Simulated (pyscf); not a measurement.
•H₂C–SeH -> H₃C–Se•, a hydrogen shift (doublet surface; H–Se broken, C–H formed). Structures and frequencies: ωB97X-D3(BJ)/def2-SVP in PySCF. MP2 and CC: frozen core, UHF for open shells. ΔMP2 is the change of the MP2 total energy from the triple- to the quadruple-zeta basis. Energies in kcal/mol from the reactant's lowest minimum found.

Small-basis levels: PySCF, no dispersion term, spherical d functions. AM1 to PM7: differences of heats of formation from MOPAC. Open shells are spin-unrestricted. 

```json
[
 {"level": "HF/STO-3G", "barrier": "48.6", "reaction energy": "-31.6"},
 {"level": "SVWN5/6-31G*+LANL2DZ", "barrier": "22.5", "reaction energy": "-31.1"},
 {"level": "B3LYP/STO-3G", "barrier": "37.5", "reaction energy": "-28.1"},
 {"level": "B3LYP/3-21G", "barrier": "28.3", "reaction energy": "-30.9"},
 {"level": "B3LYP/6-311+G**+LANL2DZ", "barrier": "26.4", "reaction energy": "-25.3"},
 {"level": "PBE/def2-SVP", "barrier": "24.4", "reaction energy": "-19.0"},
 {"level": "B3LYP/def2-SVP", "barrier": "27.2", "reaction energy": "-20.8"},
 {"level": "PM3", "barrier": "23.6", "reaction energy": "-17.3"},
 {"level": "PM7", "barrier": "26.3", "reaction energy": "-8.3"},
 {"level": "CCSD(T)/def2-TZVPP + ΔMP2(QZVPP)", "barrier": "26.6", "reaction energy": "-20.8"}
]
```

Against the last row the barrier runs from -4.1 (SVWN5/6-31G*+LANL2DZ) to +21.9 kcal/mol (HF/STO-3G). CCSD(T)/def2-TZVPP + ΔMP2(QZVPP) has limits of its own. This is the saddle that the search found; another between the same sides may lie lower. The CCSD(T) − MP2 part came from Ansatz, without density fitting, on the same reference. The frozen core leaves the outer d or s,p core shells of the metals and heavy elements correlated in the MP2 and CC values, and def2-TZVPP describes them poorly, which can shift differences by a few kcal/mol. In the def2 sets elements up to Kr have no core potential.
